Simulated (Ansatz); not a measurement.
Frontier orbitals of C$_{7}$H$_{12}$O$_{2}$ (`CC(C)(C)C(=O)/C=C\O`).

Cartesian coordinates in Å:
```
C 1.4283 0.2942 -1.1186
C -0.0521 0.3457 -0.7301
C -0.8184 -0.7612 -1.4599
C -0.6337 1.7029 -1.0983
C -0.1735 0.1205 0.7714
O -0.6884 0.9890 1.4906
C 0.3133 -1.1060 1.3479
C 0.2031 -1.2994 2.6878
O -0.3258 -0.4322 3.5114
H 1.5306 0.4731 -2.1921
H 2.0001 1.0622 -0.5923
H 1.8777 -0.6754 -0.8961
H -0.7534 -0.5999 -2.5390
H -1.8748 -0.7581 -1.1810
H -0.4136 -1.7518 -1.2443
H -0.1098 2.5106 -0.5852
H -1.6874 1.7699 -0.8237
H -0.5446 1.8601 -2.1760
H 0.7645 -1.8759 0.7407
H 0.5566 -2.2088 3.1686
H -0.5988 0.3407 2.9181
```

Charge 0, multiplicity 1. Geometry: relaxed with PBE0-D4/def2-TZVP. It is one conformer, not always the lowest. Basis def2-TZVPP, Ansatz.

```json
{"functional": "ωB97X-V", "HOMO (eV)": "-9.40", "LUMO (eV)": "0.87"}
```

Question: Give HOMO and LUMO (eV) with LDA (SPW92), PBE, revPBE, BLYP, r2SCAN, B97M-V, PBE0, B3LYP, r2SCANh, r2SCAN0, HSE06 (plane-wave form), BHLYP, CAM-B3LYP, LC-ωPBE, ωB97M-V. (Estimate.)

Answer: The calculation gave: 
```json
{"functional": "LDA (SPW92)", "HOMO": "-6.10", "LUMO": "-2.57"}
{"functional": "PBE", "HOMO": "-5.90", "LUMO": "-2.30"}
{"functional": "revPBE", "HOMO": "-5.82", "LUMO": "-2.19"}
{"functional": "BLYP", "HOMO": "-5.81", "LUMO": "-2.16"}
{"functional": "r2SCAN", "HOMO": "-6.17", "LUMO": "-2.15"}
{"functional": "B97M-V", "HOMO": "-6.28", "LUMO": "-2.06"}
{"functional": "PBE0", "HOMO": "-7.16", "LUMO": "-1.35"}
{"functional": "B3LYP", "HOMO": "-6.96", "LUMO": "-1.58"}
{"functional": "r2SCANh", "HOMO": "-6.68", "LUMO": "-1.80"}
{"functional": "r2SCAN0", "HOMO": "-7.32", "LUMO": "-1.27"}
{"functional": "HSE06 (plane-wave form)", "HOMO": "-6.76", "LUMO": "-1.73"}
{"functional": "BHLYP", "HOMO": "-8.16", "LUMO": "-0.25"}
{"functional": "CAM-B3LYP", "HOMO": "-8.46", "LUMO": "-0.22"}
{"functional": "LC-ωPBE", "HOMO": "-9.73", "LUMO": "0.91"}
{"functional": "ωB97M-V", "HOMO": "-9.33", "LUMO": "0.80"}
```

B3LYP here is the variant with VWN-RPA as its local correlation; programs differ in this. LC-ωPBE has ω = 0.4 bohr⁻¹. Positive LUMOs are unbound and depend on the basis.
